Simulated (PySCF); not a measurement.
**Assignment exercise: C4H3FN4**

Molfile (atoms numbered from 1):
```
C4H3FN4
     RDKit          3D

 12 12  0  0  0  0  0  0  0  0999 V2000
   -2.1176   -0.2475   -0.2715 C   0  0  0  0  0  0  0  0  0  0  0  0
   -0.7335    0.0389   -0.0530 N   0  0  0  0  0  0  0  0  0  0  0  0
   -0.3188    1.2309    0.3137 N   0  0  0  0  0  0  0  0  0  0  0  0
    0.9879    1.0946    0.4419 C   0  0  0  0  0  0  0  0  0  0  0  0
    1.7790    2.0840    0.7974 F   0  0  0  0  0  0  0  0  0  0  0  0
    1.3381   -0.2394    0.1354 C   0  0  0  0  0  0  0  0  0  0  0  0
    2.6068   -0.8416    0.1399 C   0  0  0  0  0  0  0  0  0  0  0  0
    3.6544   -1.3028    0.1594 N   0  0  0  0  0  0  0  0  0  0  0  0
    0.1962   -0.8613   -0.1717 N   0  0  0  0  0  0  0  0  0  0  0  0
   -2.6044    0.6534   -0.6388 H   0  0  0  0  0  0  0  0  0  0  0  0
   -2.1958   -1.0539   -0.9975 H   0  0  0  0  0  0  0  0  0  0  0  0
   -2.5912   -0.5561    0.6627 H   0  0  0  0  0  0  0  0  0  0  0  0
  1  2  1  0
  2  3  1  0
  3  4  2  0
  4  5  1  0
  4  6  1  0
  6  7  1  0
  7  8  3  0
  6  9  2  0
  9  2  1  0
  1 10  1  0
  1 11  1  0
  1 12  1  0
M  END
```

Isolated molecule, averaged over atoms made equivalent by symmetry, fast rotation or ring inversion, one conformer, non-relativistic. GFN2-xTB geometry; shielding tensors at PBE0/pcSseg-1 (GIAO); PySCF 2.14.0 with density-fitted response routines.

Chemical shifts δ = σref − σ; ¹³C vs TMS, all at this level.

**Question.** Assign these signals to the numbered atoms. ¹³C{¹H} NMR (computed): δ 174.8 (C), 114.7 (C), 111.9 (C), 42.7 (CH3).

**Answer.** 
```tsv
δ (ppm)	atoms	environment	reason
174.8	C4	aromatic carbon bearing fluorine	σ withdrawal by the attached heteroatom moves it downfield of the ring CH carbons
114.7	C7	nitrile carbon	typical of a nitrile
111.9	C6	substituted aromatic carbon next to a ring nitrogen	–
42.7	C1	methyl carbon bonded to N	deshielded by the electronegative neighbour
```

Splittings by ¹⁹F in the carbon and heteronuclear signals aren't shown, as no couplings were computed. Shifts are as computed. Against solution values, carbons near 30 ppm lie about +3 ppm off and those near 130 ppm about +5 ppm. Of 1211 compounds with measured shifts, 218 miss one by over three times the rms of a fit or turn the order of signals round; such compounds aren't used in these exercises.
